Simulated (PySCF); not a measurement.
# One molecule, several mistakes: BCH5OSi

All numbers below are calculated, not measured. They come from PySCF 2.14.0, an open-source quantum chemistry program, on an isolated molecule that a program drew, which may never have been made. The molecule is BCH5OSi (charge 0, singlet), drawn as the SMILES string `BOC=[SiH2]`.

Each row is a Hartree-Fock (HF) and frozen-core CCSD(T) single point in the cc-pV(D+d)Z basis, meant for a local HF minimum. Run 1 is clean. Each other run has one planted mistake out of seven kinds, and not every kind appears here: one electron removed, one electron added, multiplicity raised by two, geometry at a saddle point, minimal basis STO-3G, one bond length entered in bohr, all coordinates scaled. The reference is restricted for singlets and unrestricted otherwise, and also for a bond in bohr. Adding or removing an electron swaps singlet and doublet. Electrons count all cores. HOMO and LUMO are orbital energies over both spins, the gradient is its largest component, and the lowest frequency (negative if imaginary) is given only where the gradient is small. Bond lengths are over the 8 bonds as drawn. T1 is the CCSD diagnostic: over 0.02 (restricted) or 0.045 (unrestricted) a single reference is doubtful.

Geometry of the clean run:
```xyz
9
BCH5OSi, angstrom
B    -0.4897   -1.3481   -0.9876
O    -1.0713   -0.2540   -0.4597
C    -0.7324    1.0262   -0.8026
Si   -1.4619    2.4230   -0.1457
H    -0.8805   -2.4111   -0.6001
H     0.3810   -1.2361   -1.8095
H     0.0571    1.1076   -1.5447
H    -0.9974    3.7356   -0.6068
H    -2.5314    2.3930    0.8581
```

```
run  electrons  basis functions  <S^2>  HOMO (eV)  LUMO (eV)  gradient (hartree/bohr)  lowest frequency (cm^-1)  mean bond (Å)  longest bond (Å)      T1  HF (hartree)  CCSD(T) (hartree)                     mistake
  1         38               90  0.000      -8.06       2.21                  2.3e-05                       100         1.3553             1.707  0.0165    -429.21640         -429.78395                    no fault
  2         39               90  0.782       0.80       7.54                  4.1e-02                         -         1.3553             1.707  0.0423    -429.16107         -429.74584          one electron added
  3         38               90  0.000      -8.10       2.28                  9.8e-03                         -         1.3376             1.685  0.0161    -429.21475         -429.77930      all coordinates scaled
  4         38               90  2.029      -6.10       0.82                  9.1e-02                         -         1.3553             1.707  0.0207    -429.15785         -429.68795  multiplicity raised by two
  5         38               90  1.458      -7.97       2.27                  1.8e-02                         -         1.5074             2.585  0.0527    -429.13333         -429.65091                           ?
  6         37               90  0.756     -16.32      -6.22                  9.4e-02                         -         1.3553             1.707  0.0205    -428.96110         -429.48061                           ?
```

**Which mistake was planted in run 5, and what did it cost?**

The mean bond changes by a factor of 1.112 and the longest by 1.514, so the molecule wasn't scaled as a whole. A length L in bohr read as angstrom grows by (1/0.5292 - 1) L = 0.890 L. The 8 bonds together grew by 8 x 0.1521 = 1.217 Å, which gives L = 1.368 Å. That is bond O2-C3, 1.368 Å in the clean geometry. So the mistake is: one bond length entered in bohr. Subtracting run 1 and multiplying by 627.51 kcal/mol a hartree, the energy moved by 52.1 kcal/mol in HF and 83.5 kcal/mol in CCSD(T).

**Which mistake was planted in run 6, and what did it cost?**

It counts 37 electrons, one fewer than the clean run, at the same geometry and basis. So the mistake is: one electron removed. Subtracting run 1 and multiplying by 627.51 kcal/mol a hartree, the energy moved by 160.2 kcal/mol in HF and 190.3 kcal/mol in CCSD(T).

Cautions from the logs. Run 2: the HOMO is above zero, so the electron isn't bound and the energy depends on the basis; run 5: T1 is over the limit, so its CCSD(T) energy is less reliable.
